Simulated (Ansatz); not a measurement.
Species: CoF₂, charge -1, multiplicity 3. The spin state was set by rule; other spins were not relaxed. SMILES: [Co-]([F])[F]
Geometry: optimised at B3LYP-D3(BJ)/def2-TZVP (Ansatz, a quantum-chemistry and plane-wave program).

Quantity: vertical ionisation energy (to the quartet state of charge +0; each state is the SCF solution reached for its spin; the UHF <S^2> is 2.80 for the triplet (pure: 2.00); for the triplet T1 is 0.073), in eV. Cores are frozen in the correlated levels unless marked. UHF or UKS for open shells. No spin-orbit coupling. The frozen core is the preceding noble-gas configuration, with the filled d and f shells of earlier blocks. Non-relativistic. Anions need diffuse functions: def2-D sets add few. 

```tsv
level	program	vertical ionisation energy (eV)
SVWN5/def2-TZVPD	Ansatz	2.57
r2SCAN/def2-TZVPD	Ansatz	2.21
B3LYP/def2-TZVPD	Ansatz	2.24
BHLYP/def2-TZVPD	Ansatz	1.52
CAM-B3LYP/def2-TZVPD	Ansatz	2.22
wB97M-V/def2-TZVPD	Ansatz	2.03
wB97X-V/def2-TZVPD	Ansatz	2.03
CCSD/def2-SVPD	Ansatz	1.26
CCSD/def2-TZVPPD	Ansatz	1.56
```
